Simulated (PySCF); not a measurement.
Compound: C6H11N.
Bonds: N1–C2 (double), C2–C3, C3–C4, C4–C5, C5–C6, C6–C7, C2–C7. Hydrogens: H8 on N1; H9, H10 on C3; H11, H12 on C4; H13, H14 on C5; H15, H16 on C6; H17, H18 on C7.

The same species was optimised twice, with GFN2-xTB and with PBE0-D3(BJ)/def2-SVP (PySCF), and the same property calculations (PySCF, gas phase) were run on both structures.

```
  coordinate  GFN2-xTB  PBE0-D3(BJ)/def2-SVP  change
   N1=C2 (Å)     1.257                 1.271  +0.014
   C2–C3 (Å)     1.499                 1.506  +0.007
   C2–C7 (Å)     1.507                 1.510  +0.003
   C4–C5 (Å)     1.525                 1.524  -0.001
   C5–C6 (Å)     1.525                 1.524  -0.001
   C6–C7 (Å)     1.531                 1.531   0.000
   C3–C4 (Å)     1.530                 1.530   0.000
C2–C7–C6 (°)     110.2                 111.6    +1.4
C2–C3–C4 (°)     110.4                 111.5    +1.1
C4–C5–C6 (°)     110.1                 111.1    +1.0
C3–C4–C5 (°)     110.5                 111.5    +1.0
C5–C6–C7 (°)     110.5                 111.4    +0.9
N1–C2–C3 (°)     118.9                 119.8    +0.9
N1–C2–C7 (°)     126.7                 126.0    -0.7
C3–C2–C7 (°)     114.4                 114.3    -0.1
```

Rotational constants: A = 4205, B = 2548, C = 1794 MHz (GFN2-xTB) against A = 4193, B = 2504, C = 1760 MHz (PBE0-D3(BJ)/def2-SVP).

On the GFN2-xTB structure: lowest singlet, TDDFT (eV) 5.33 [CAM-B3LYP/def2-SVPD]; isotropic polarisability (au) 75.2 [CAM-B3LYP/def2-SVPD]; HOMO (eV) -8.49 [CAM-B3LYP/def2-SVPD]; LUMO (eV) 1.00 [CAM-B3LYP/def2-SVPD]; dipole (D) 2.57 [CAM-B3LYP/def2-SVPD]; HOMO (eV) -7.00 [PBE0/pcSseg-1]; LUMO (eV) 0.24 [PBE0/pcSseg-1]; dipole (D) 2.41 [PBE0/pcSseg-1]; GIAO shielding of N1 (ppm) -73.8 [PBE0/pcSseg-1]; GIAO shielding of C2 (ppm) 3.6 [PBE0/pcSseg-1]; GIAO shielding of C3 (ppm) 144.3 [PBE0/pcSseg-1]; GIAO shielding of C4 (ppm) 154.9 [PBE0/pcSseg-1]; GIAO shielding of C5 (ppm) 156.8 [PBE0/pcSseg-1]; GIAO shielding of C6 (ppm) 154.8 [PBE0/pcSseg-1]; GIAO shielding of C7 (ppm) 141.5 [PBE0/pcSseg-1].

Question: What do these properties become on the PBE0-D3(BJ)/def2-SVP structure?

Answer: 
```csv
property,level,on GFN2-xTB,on PBE0-D3(BJ)/def2-SVP,change
"lowest singlet, TDDFT (eV)",CAM-B3LYP/def2-SVPD,5.33,5.45,+0.12
isotropic polarisability (au),CAM-B3LYP/def2-SVPD,75.2,76.3,+1.1
HOMO (eV),CAM-B3LYP/def2-SVPD,-8.49,-8.70,-0.21
LUMO (eV),CAM-B3LYP/def2-SVPD,1.00,0.93,-0.07
dipole (D),CAM-B3LYP/def2-SVPD,2.57,2.73,+0.16
"energy, GFN2-xTB geometry as zero (kcal/mol)",CAM-B3LYP/def2-SVPD,0.0,-0.9,-0.9
HOMO (eV),PBE0/pcSseg-1,-7.00,-7.22,-0.22
LUMO (eV),PBE0/pcSseg-1,0.24,0.12,-0.12
dipole (D),PBE0/pcSseg-1,2.41,2.57,+0.16
"energy, GFN2-xTB geometry as zero (kcal/mol)",PBE0/pcSseg-1,0.0,-1.0,-1.0
GIAO shielding of N1 (ppm),PBE0/pcSseg-1,-73.8,-77.4,-3.6
GIAO shielding of C2 (ppm),PBE0/pcSseg-1,3.6,-1.3,-4.9
GIAO shielding of C3 (ppm),PBE0/pcSseg-1,144.3,144.3,0.0
GIAO shielding of C4 (ppm),PBE0/pcSseg-1,154.9,154.6,-0.3
GIAO shielding of C5 (ppm),PBE0/pcSseg-1,156.8,156.4,-0.4
GIAO shielding of C6 (ppm),PBE0/pcSseg-1,154.8,154.5,-0.3
GIAO shielding of C7 (ppm),PBE0/pcSseg-1,141.5,139.5,-2.0
```

The heavy atoms differ by 0.023 Å rms after alignment. Among bonds between heavy atoms N1=C2 changes most (+0.014 Å). Changes are differences of the printed values. Neither structure is proved a minimum here.
